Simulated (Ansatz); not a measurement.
This geometry of CH6GeS + H2O (12 atoms, charge 0, multiplicity 1) is a first-order saddle point.

Level of theory: RKS PBE-D4/def2-SVP in Ansatz.

```xyz
12
Properties=species:S:1:pos:R:3
Ge -0.757 -0.221 -0.112
S 1.633 -0.899 1.062
H -1.706 0.013 -1.353
H -1.447 -1.306 0.748
C -0.446 1.580 0.602
H 1.335 -1.107 -0.711
O 0.526 -1.101 -1.459
H 1.266 -2.193 1.283
H 0.356 2.071 0.016
H -1.373 2.181 0.501
H -0.119 1.516 1.656
H 0.731 -0.533 -2.232
```

(1) Which two structures does it join? (They come from a converged band through this point; their orientation in space is the band's.)

(2) How far does it lie above each of them?

Results:

(1) Bonds broken: Ge1–S2, H6–O7. Bonds formed: Ge1–O7, S2–H6. CH6GeS + H2O becomes CH6GeO + H2S.

Image 0:

```xyz
12
Properties=species:S:1:pos:R:3
Ge -0.993 -0.429 0.683
S 0.982 -1.529 0.990
H -1.692 -1.061 -0.548
H -1.869 -0.637 1.951
C -0.487 1.436 0.391
H 1.379 -0.700 -1.202
O 1.291 -0.115 -1.992
H 0.483 -2.754 0.662
H 0.172 1.439 -0.499
H -1.388 2.052 0.198
H 0.048 1.841 1.272
H 2.075 0.458 -1.907
```

Image 6:

```xyz
12
Properties=species:S:1:pos:R:3
Ge -1.100 -0.039 -0.551
S 2.269 -1.278 1.195
H -2.142 0.403 -1.624
H -1.674 -1.181 0.324
C -0.436 1.474 0.500
H 1.621 -1.200 -0.020
O 0.276 -0.872 -1.424
H 1.456 -2.293 1.598
H -0.014 2.258 -0.160
H -1.264 1.916 1.089
H 0.353 1.108 1.187
H 0.655 -0.295 -2.114
```

(2) 97.7 kJ/mol above the first and 74.0 kJ/mol above the second. This is the barrier of this one path; another mechanism may lie lower. The orbitals stay closed-shell, which can raise the energy where a bond breaks towards radicals; this wasn't checked here.

Run time: 3.7 min on 2 threads of Arm Neoverse V1 (shared host), peak memory 0.17 GiB.
